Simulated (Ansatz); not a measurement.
Geometry optimisation, RKS PBE-D4/def2-SVP (Ansatz 0.2.0).

The input (input.yaml):

```yaml
crystal:
  periodic: [false, false, false]
  atoms:
    - { symbol: Sn, position_ang: [0.0, 0.0, 0.0] }
    - { symbol: H, position_ang: [0.0, 0.0, 1.74] }
    - { symbol: O, position_ang: [1.8483, 0.0, -0.6527] }
    - { symbol: H, position_ang: [2.1646, -0.9521, -0.7693] }
    - { symbol: O, position_ang: [-0.9232, 1.5994, -0.6527] }
    - { symbol: H, position_ang: [-1.881, 1.3686, -0.8751] }
    - { symbol: O, position_ang: [-0.9232, -1.5994, -0.6527] }
    - { symbol: H, position_ang: [-1.3778, -2.065, 0.1197] }
basis:
  gaussian: { orbitals: def2-SVP }
hamiltonian:
  xc: pbe
  dispersion: d4
relax:
  f_tol: 0.02
  max_steps: 40
```

Launched with:

```bash
$ ansatz run input.yaml --threads 2 --pin off --max-ram 3072MiB --backend cpu --events-out ev --progress --plain --runs-dir out
```

Where does it end, and by what steps?

The run converged. The force dipped under the threshold on the way, but the program's further checks kept it going. After 35 steps the energy has fallen by 0.311 eV; H6 moved furthest, 0.98 Å.

```csv
step,energy less start (eV),largest force component (eV/Å),accepted
0,0.0000,1.648,yes
2,-0.1352,1.654,no
4,-0.2290,0.178,yes
6,-0.2573,0.118,yes
8,-0.2824,0.131,yes
10,-0.2924,0.139,yes
12,-0.2955,0.110,yes
14,-0.2959,0.600,no
16,-0.3005,0.137,yes
18,-0.3020,0.272,yes
20,-0.3026,0.282,yes
22,-0.3045,0.329,no
24,-0.3067,0.055,yes
26,-0.3076,0.054,yes
28,-0.3083,0.209,yes
30,-0.2924,0.803,no
32,-0.3098,0.247,no
34,-0.3112,0.075,yes
35,-0.3113,0.016,yes
```

```xyz
8
Properties=species:S:1:pos:R:3
Sn -0.044 -0.095 0.352
H 0.211 0.232 2.019
O 1.644 0.086 -0.716
H 1.751 -0.730 -1.244
O -1.389 1.161 -0.446
H -0.997 1.543 -1.257
O -0.727 -1.956 0.044
H -1.541 -1.889 -0.495
```

Whether the end is a true minimum wasn't checked by a vibrational analysis.

The run took 48 s on 2 threads of Arm Neoverse V1 (shared host), peak memory 0.12 GiB.
